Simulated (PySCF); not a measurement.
Ga(H)(Br)(NMe2) (C₂H₇BrGaN), SMILES C[N](C)[GaH][Br].

Geometry optimised at PBE0-D3(BJ)/def2-SVP. The values are those of a single conformer.

Computed with IEF-PCM-M06-2X/def2-SVP in PySCF.

The values are the electrostatic part of the solvation free energy, E(continuum) − E(gas) at the gas-phase geometry, in a cavity of scaled van der Waals radii (PySCF's table); cavitation and dispersion terms are not included. A continuum can't describe solvent molecules that bind to the metal. In vacuum the orbital gap is 7.65 eV. The dipole moment in vacuum is 2.42 D.

Computed values in water (ε = 78.36), chloroform (ε = 4.71), N,N-dimethylformamide (ε = 37.22):
```json
[
 {"solvent": "water", "ε": "78.36", "ΔG(elec) (kcal/mol)": "-3.1", "dipole (D)": "3.12", "gap (eV)": "7.72"},
 {"solvent": "chloroform", "ε": "4.71", "ΔG(elec) (kcal/mol)": "-2.2", "dipole (D)": "2.92", "gap (eV)": "7.69"},
 {"solvent": "N,N-dimethylformamide", "ε": "37.22", "ΔG(elec) (kcal/mol)": "-3.1", "dipole (D)": "3.10", "gap (eV)": "7.72"}
]
```
